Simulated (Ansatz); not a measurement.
CH6FInSi (`[CH3][In]([F])[SiH3]`), charge 0, multiplicity 1.

Give a relaxed structure at PBE0-D4/def2-TZVP (the Gaussian-basis code of Ansatz). (An estimate is asked.)

Computed: 
Z-matrix (Å, degrees):
```
C
In 1 2.137
H 1 1.091 2 108.5
H 1 1.091 2 108.5 3 117.5
H 1 1.089 2 112.2 3 -121.2
F 2 1.977 1 108.0 3 -61.5
Si 2 2.561 1 143.9 3 118.4
H 7 1.487 2 109.4 1 119.9
H 7 1.487 2 109.4 1 -120.8
H 7 1.488 2 111.7 1 -0.4
```
Point group Cs.
This is one stationary point; other conformers may exist.
